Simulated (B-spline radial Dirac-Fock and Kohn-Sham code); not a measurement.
# Kohn-Sham estimates against Dirac-Fock for the levels of Ru⁴⁺

System: the Ru⁴⁺ ion in the configuration [Kr] 4d3 5p1 (an excited configuration).

The density-functional columns are spherical, spin-unpolarised Dirac-Kohn-Sham results without Breit or QED terms: −ε is minus the orbital energy of the initial state and ΔSCF the difference of two total energies. The reference in the last column comes from Dirac-Fock ΔSCF + Breit + QED. All numbers are from a B-spline atomic structure program, in eV; a selection of levels is shown. The Kohn-Sham columns are given as differences from the reference. For the 1s level of heavy atoms much of the gap between ΔSCF and the reference is the Breit and QED part, -63.3 eV here; for other levels the error of the functional can be larger.

| level | LDA −ε − DF | LDA ΔSCF − DF | Dirac-Fock |
| --- | --- | --- | --- |
| 1s | -235.0 | +55.8 | 22191.0 |
| 2s | -96.4 | -43.6 | 3305.4 |
| 2p1/2 | -71.4 | -6.7 | 3043.1 |
| 2p3/2 | -73.1 | -11.3 | 2914.1 |
| 3s | -48.4 | -28.3 | 662.1 |
| 3p1/2 | -38.3 | -17.9 | 560.0 |
| 3p3/2 | -38.0 | -18.1 | 537.5 |
| 3d3/2 | -21.4 | -0.3 | 357.3 |
| 3d5/2 | -21.6 | -0.6 | 353.1 |
| 4s | -15.8 | -6.1 | 149.0 |
| 4p1/2 | -9.8 | -0.6 | 114.7 |
| 4p3/2 | -9.8 | -0.7 | 111.0 |
| 4d | -6.5 | +1.4 | 63.60 |
| 5p | -2.4 | +1.6 | 36.71 |

Values without a named source are computed, but for edge energies of neutral atoms, which are taken from tables.
